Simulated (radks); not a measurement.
Species: neutral thallium. Configuration: [Hg] 6p1. Method: Dirac Kohn-Sham, PBE, spin-unpolarised, spherical densities, point nucleus; open shells fill j = l - 1/2 first; computed with a radial shooting solver on a logarithmic mesh with Libxc functionals. Some entries of the table are withheld. Estimate them.

| orbital | occ. | eigenvalue (eV) | <r> (bohr) |
|---|---|---|---|
| 1s1/2 | 2 | (1) | 0.01631 |
| 2s1/2 | 2 | -15207.52 | 0.06805 |
| 2p1/2 | 2 | -14595.09 | 0.05589 |
| 2p3/2 | 4 | -12529.08 | 0.06469 |
| 3s1/2 | 2 | -3628.998 | 0.1770 |
| 3p1/2 | 2 | -3353.442 | (2) |
| 3p3/2 | 4 | -2894.120 | (3) |
| 3d3/2 | 4 | (4) | 0.1595 |
| 3d5/2 | 6 | (5) | 0.1644 |
| 4s1/2 | 2 | -809.4900 | 0.3914 |
| 4p1/2 | 2 | -690.8618 | 0.3931 |
| 4p3/2 | 4 | -579.1951 | 0.4274 |
| 4d3/2 | 4 | -385.9391 | 0.4334 |
| 4d5/2 | 6 | -365.1114 | 0.4445 |
| 5s1/2 | 2 | -130.0765 | 0.8778 |
| 4f5/2 | 6 | -115.6734 | 0.4645 |
| 4f7/2 | 8 | -111.0749 | 0.4710 |
| 5p1/2 | 2 | -90.3086 | 0.9419 |
| 5p3/2 | 4 | -70.0908 | 1.036 |
| 5d3/2 | 4 | -16.2511 | 1.360 |
| 5d5/2 | 6 | -14.0594 | 1.418 |
| 6s1/2 | 2 | -9.1203 | 2.495 |
| 6p1/2 | 1 | -2.8388 | 3.469 |
| 6p3/2 | 0 | -1.8482 | 4.139 |

Answer. 
(1) 1s1/2 eigenvalue (eV): -85489.87
(2) 3p1/2 <r> (bohr): 0.1674
(3) 3p3/2 <r> (bohr): 0.1835
(4) 3d3/2 eigenvalue (eV): -2440.642
(5) 3d5/2 eigenvalue (eV): -2342.577
